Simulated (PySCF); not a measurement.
1-ethyl-4-fluorobenzene, C8H9F.
Atom-mapped SMILES: `[CH3:1][CH2:2][c:3]1[cH:4][cH:5][c:6]([F:7])[cH:8][cH:9]1` (hydrogens: H10, H11, H12 on C1; H13, H14 on C2; H15 on C4; H16 on C5; H17 on C8; H18 on C9)

Geometry (GFN2-xTB, Å), atoms numbered from 1 in this order:
```xyz
18
C8H9F angstrom
C     -2.3809    0.4271   -0.7066
C     -1.6692   -0.5737    0.2062
C     -0.1905   -0.3105    0.2203
C      0.3605    0.5769    1.1369
C      1.7145    0.8589    1.1313
C      2.5159    0.2407    0.1899
F      3.8412    0.5074    0.1773
C      1.9997   -0.6446   -0.7377
C      0.6432   -0.9133   -0.7139
H     -3.4515    0.2372   -0.7171
H     -2.0033    0.3465   -1.7233
H     -2.2112    1.4436   -0.3589
H     -2.0704   -0.4863    1.2177
H     -1.8613   -1.5869   -0.1516
H     -0.2776    1.0536    1.8666
H      2.1505    1.5438    1.8415
H      2.6544   -1.1091   -1.4584
H      0.2270   -1.6051   -1.4316
```

Method: TDDFT PBE0/def2-SVPD, vertical, gas phase, core orbitals frozen in the response (PySCF).

Kohn–Sham orbitals with the atoms that hold most of them (Löwdin shares over 4%, at most four atoms; ? is withheld):

```tsv
orbital	ε (eV)	atoms
HOMO-3	-9.75	C2 21%, C3 18%, C1 17%, H10 10%
HOMO-2	-9.66	C2 15%, C1 11%, C3 9%, C9 7%
HOMO-1	-7.63	?
HOMO	-6.96	C3 21%, C6 19%, F7 10%, C4 10%
LUMO	?	?
LUMO+1	-0.13	C3 20%, C6 20%, C9 10%, C4 10%
LUMO+2	0.76	C1 16%, C2 11%, H15 8%, H18 8%
```

Question: Give the leading atoms of the HOMO-1.

Answer: C5 (bonded to 2 C and H) 20%; C8 (bonded to 2 C and H) 20%; C9 (bonded to 2 C and H) 20%; C4 (bonded to 2 C and H) 20%.

Question: Give the leading atoms of the LUMO.

Answer: C4 (bonded to 2 C and H) 18%; C9 (bonded to 2 C and H) 18%; C8 (bonded to 2 C and H) 18%; C5 (bonded to 2 C and H) 18%.

Question: What is the LUMO energy, and the HOMO–LUMO gap?

Answer: ε(LUMO) = -0.49 eV; the gap is 6.47 eV (0.2379 hartree).

Question: How does S1 compare with the orbital gap of 6.47 eV?

Answer: S1 is at 5.33 eV (f = 0.020), 1.14 eV below the gap, made of HOMO→LUMO (76%), HOMO-1→LUMO+1 (24%). 

Question: One configuration dominates each of S1 and S5. Which, and how do the shares of the two leading atoms of either orbital change from the occupied to the empty one?

Answer: 
- S1 (5.33 eV, f 0.020), HOMO→LUMO (76%): C3 21% → at most 19%, C6 19% → at most 19%, C4 10% → 18%, C9 at most 10% → 18%
- S5 (7.09 eV, f 0.377), HOMO-1→LUMO+1 (71%): C5 20% → at most 11%, C8 20% → at most 11%, C3 at most 20% → 20%, C6 at most 20% → 20%

Löwdin shares depend on the basis, the more so with diffuse functions.

Hardware: an Arm Neoverse V2 with one thread, shared host with 96 logical CPUs at a one-minute load of 24. Cost: 47 s (with the writing of density and orbital grids), 1.1 GiB resident at most.

One conformer stands for the species.
